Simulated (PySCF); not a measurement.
A series of substituents X on one scaffold: SiH2(OH)-X. All species are isolated molecules in the gas phase. One relaxed conformer stands for each flexible species; it need not be the lowest. Strings in code marks are SMILES.

The numbers are results of B3LYP-D3(BJ)/def2-TZVP // PBE0-D4/def2-TZVP run with PySCF, not measurements. All candidates: neutral, multiplicity 1. B3LYP has the VWN-RPA correlation part, as in Gaussian. Delta-SCF ions had no search for a lower state. Excitations are Tamm–Dancoff values on a coarser integration grid. The basis has no diffuse functions, so Rydberg states are missing or too high.

| Property | Value |
|---|---|
| vertical ionisation energy (Delta-SCF) | 10.29 eV |
| S1 excitation (TDA) | 6.83 eV |
| HOMO–LUMO gap | 8.01 eV |

Question: Which member has these values?
A) `CN[SiH2]O` (C–N–Si–O torsion 83°, N–Si–O–H torsion -73°)
B) `O[SiH2]CF` (H–O–Si–C torsion 60°, O–Si–C–F torsion -60°)
C) `N[SiH2]O`
D) `O[SiH2]O` (H–O–Si–O torsion -66°, O–Si–O–H torsion -66°)

Answer: C, `N[SiH2]O`. The others give `O[SiH2]CF` (H–O–Si–C torsion 60°, O–Si–C–F torsion -60°): 10.62 eV, 6.85 eV, 8.01 eV; `O[SiH2]O` (H–O–Si–O torsion -66°, O–Si–O–H torsion -66°): 11.29 eV, 7.71 eV, 8.86 eV; `CN[SiH2]O` (C–N–Si–O torsion 83°, N–Si–O–H torsion -73°): 9.20 eV, 6.11 eV, 7.07 eV
